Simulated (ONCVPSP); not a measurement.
**Reading a pseudo-wave (Si)**

Columns: radius, all-electron u(r) and pseudo u(r) of the 2s shell (level -140.34 eV) of silicon in the configuration [He] 2s2 2p6 3s1.5 3p2.5; PBE, scalar-relativistic, ONCV scheme, ONCVPSP 4.0.1.

```json
{"r (bohr)": "0.055", "all-electron": "-0.6329", "pseudo": "0.2449"}
{"r (bohr)": "0.110", "all-electron": "-0.3752", "pseudo": "0.4812"}
{"r (bohr)": "0.165", "all-electron": "0.1187", "pseudo": "0.7002"}
{"r (bohr)": "0.220", "all-electron": "0.5894", "pseudo": "0.8938"}
{"r (bohr)": "0.275", "all-electron": "0.9521", "pseudo": "1.0548"}
{"r (bohr)": "0.330", "all-electron": "1.1932", "pseudo": "1.1777"}
{"r (bohr)": "0.385", "all-electron": "1.3272", "pseudo": "1.2592"}
{"r (bohr)": "0.440", "all-electron": "1.3770", "pseudo": "1.2987"}
{"r (bohr)": "0.495", "all-electron": "1.3653", "pseudo": "1.2987"}
{"r (bohr)": "0.550", "all-electron": "1.3115", "pseudo": "1.2639"}
{"r (bohr)": "0.605", "all-electron": "1.2313", "pseudo": "1.2019"}
{"r (bohr)": "0.660", "all-electron": "1.1359", "pseudo": "1.1201"}
{"r (bohr)": "0.715", "all-electron": "1.0337", "pseudo": "1.0265"}
{"r (bohr)": "0.770", "all-electron": "0.9305", "pseudo": "0.9278"}
{"r (bohr)": "0.825", "all-electron": "0.8303", "pseudo": "0.8295"}
{"r (bohr)": "0.880", "all-electron": "0.7355", "pseudo": "0.7353"}
{"r (bohr)": "0.935", "all-electron": "0.6476", "pseudo": "0.6475"}
{"r (bohr)": "0.990", "all-electron": "0.5673", "pseudo": "0.5672"}
{"r (bohr)": "1.045", "all-electron": "0.4947", "pseudo": "0.4947"}
{"r (bohr)": "1.100", "all-electron": "0.4299", "pseudo": "0.4298"}
{"r (bohr)": "1.155", "all-electron": "0.3723", "pseudo": "0.3722"}
{"r (bohr)": "1.210", "all-electron": "0.3215", "pseudo": "0.3214"}
{"r (bohr)": "1.265", "all-electron": "0.2769", "pseudo": "0.2769"}
{"r (bohr)": "1.320", "all-electron": "0.2382", "pseudo": "0.2381"}
{"r (bohr)": "1.375", "all-electron": "0.2044", "pseudo": "0.2044"}
{"r (bohr)": "1.430", "all-electron": "0.1753", "pseudo": "0.1752"}
```

Problem. How many radial nodes do the two functions have?

Solution. The all-electron 2s function has n − l − 1 = 1; the pseudo-wave has 0, since the states of the same l below it are removed with the core.

Problem. At about which radius was the pseudo-wave matched?

Solution. 1.10 bohr. The columns agree to 0.0005 from 0.88 bohr on; several derivatives are matched, so the curves merge somewhat inside the radius.

Problem. Where does each function peak?

Solution. Outermost all-electron maximum near 0.44 bohr, pseudo maximum near 0.44 bohr (to the table’s step).

Problem. Is the pseudo-wave norm-conserving?

Solution. Yes: the ONCV scheme keeps the norm inside the radius equal to the all-electron one, which fixes the energy derivative of the logarithmic derivative at the level.
